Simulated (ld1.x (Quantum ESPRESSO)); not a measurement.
**Pseudopotential generation for copper: PAW, LDA (PZ), scalar-relativistic.**

Cu, PAW, made with ld1.x (Quantum ESPRESSO) 7.5 (LDA (PZ), scalar-relativistic). Core [Ne], reference 3s2 3p6 3d10 4s1 4p0. Waves: 3s (bound): rcut 1.10, rcutus 1.20 bohr; 4s (bound): rcut 1.10, rcutus 1.20 bohr; 3p (bound): rcut 1.45, rcutus 1.55 bohr; 4p (bound, empty): rcut 1.45, rcutus 1.55 bohr; 3d (bound): rcut 1.25, rcutus 2.22 bohr; 3d channel at 1.95 Ry: rcut 1.25, rcutus 2.22 bohr. Local part: all-electron potential smoothed inside 1.10 bohr (lloc = -1). Core correction: a·sin(br)/r model core, default radius (ld1.x builds one for every PAW set, though the input has nlcc=.false.). Augmentation charge: PSQ, inside the norm-conserving radii.

All-electron outer shells of the reference configuration (LDA (PZ), scalar-relativistic, ld1.x):

| shell | level (eV) | outermost node (bohr) | outermost maximum (bohr) |
| --- | --- | --- | --- |
| 2s | -1060.41 | 0.07 | 0.20 |
| 2p | -916.44 | – | 0.16 |
| 3s | -114.15 | 0.29 | 0.61 |
| 3p | -72.03 | 0.26 | 0.62 |
| 3d | -5.32 | – | 0.60 |
| 4s | -4.87 | 0.89 | 2.24 |
| 4p | -0.79 | 0.98 | 3.52 |

What the tests gave:

```
Configuration tests                       : test run stopped at test 3 of 9 (negative rho), 1 before it not solved; not counted: 3s2 3p6 3d10 4s0 4p0 (pseudo-atom not self-consistent, printed error +551 meV)
Lowest eigenvalue of the overlap operator : -2.81 (p channel); it is negative, so in a basis up to 400 Ry S is not positive definite and the file is unfit for use
Density cutoff estimated by the generator : 248 Ry
```

The ghost test of this file was not conclusive. Its overlap operator is not positive definite in a basis up to 400 Ry (lowest eigenvalue p -2.81), so the file is unfit for use: the generalised eigenproblem breaks down once the basis is large enough, and its test numbers describe a broken file.

Generation and tests took about 2.2 s on one core of a shared server CPU.
